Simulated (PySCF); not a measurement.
**Excitation energy of W²⁺ by level of theory**

W²⁺ [Xe] 4f14 5d4 (5D) → W²⁺ [Xe] 4f14 5d3 6s1 (5F), as a difference of total energies. Computed with PySCF 2.14 in aug-cc-pwCVDZ-PP with ECP60MDF (6s6p5d3f, 70 functions), with a scalar-relativistic core potential. Correlated levels: valence: 5s2 5p6 frozen; valence and next inner shell: nothing frozen outside the core potential. The calculations carry no spin-orbit coupling.

| method | excitation energy (cm⁻¹) |
| --- | --- |
| UHF | 10472 |
| LDA | 9117.1 |
| PBE | 9649.8 |
| PBE0 | 10814 |
| r2SCAN | 8526.2 |
| M06 | 14521 |
| BHandHLYP | 10582 |
| revPBE | 9952.1 |
| LC-wPBE | 11876 |
| MP2 (valence) | 11359 |
| SCS-MP2 (valence) | 10768 |
| MP2 (valence and next inner shell) | 9446.2 |
| SCS-MP2 (valence and next inner shell) | 9433.1 |
